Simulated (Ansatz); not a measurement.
`C[CH2][Ge][F]` + NH₃ → `C[CH2][Ge][NH2]` + H–F at 700 K and 1 bar (ligand exchange at a Ge–F bond).

Program: Ansatz. Geometries: PBE0-D4/def2-TZVP. ΔE: electronic, gas phase. CCSD(T)/CBS is the MP2 limit (def2-TZVPP, def2-QZVPP) plus CCSD(T) − MP2 in def2-TZVPP, frozen cores. This one scheme is used for every species. For Ge outer-core shells are correlated without core-valence functions, which leaves a few kJ/mol of doubt a bond. Scalar relativity is left out up to krypton. Each species was taken in one conformer, which may not be the lowest.

```csv
species,CCSD(T)/CBS energy (Eh),H − E (kJ/mol),S (J/(mol·K))
`C[CH2][Ge][F]`,-2255.03793,237.1,430.8
NH₃,-56.50880,116.9,226.5
`C[CH2][Ge][NH2]`,-2211.13801,311.0,450.5
H–F,-100.39570,45.2,198.5
```

H − E and S are ideal-gas, rigid-rotor, harmonic terms from PBE0-D4/def2-TZVP, for one conformer and one mirror image of each species. 1 Eh = 2625.50 kJ/mol, R = 8.31446 J/(mol·K).

Question: By hand: ΔE, ΔH, ΔS and ΔG.

Answer: ΔE = (-2211.13801) + (-100.39570) − (-2255.03793) − (-56.50880) = 0.01302 Eh = 34.2 kJ/mol. Δ(H − E) = 311.0 + 45.2 − 237.1 − 116.9 = 2.2, so ΔH = 36.4 kJ/mol. ΔS = 450.5 + 198.5 − 430.8 − 226.5 = -8.3 J/(mol·K). ΔG = 36.4 − 700 × (-8.3)/1000 = 42.2 kJ/mol.

Question: By hand: the equilibrium constant, and the temperature at which ΔG would vanish if ΔH and ΔS stayed fixed.

Answer: log₁₀ K = −ΔG/(RT ln 10) = -3.1. ΔH and −TΔS have one sign here, so there is no such temperature.

The number of gas molecules stays the same, so ΔS is small and ΔH decides. A doubt of 5 kJ/mol in ΔE shifts log₁₀ K by 0.4 here. Other conformers and mirror images would add mixing entropy, several J/(mol·K) or more a flexible species. Modes under 60 cm⁻¹, often nearly free rotors, make the harmonic entropy too high. These are equilibria of isolated gas molecules and say nothing of rates. Largest T1 diagnostic: 0.013 (customary marks: 0.02 for closed shells, 0.045 for open ones).

ΔS is within the doubt of such terms, so its sign, and with it that verdict, could turn.
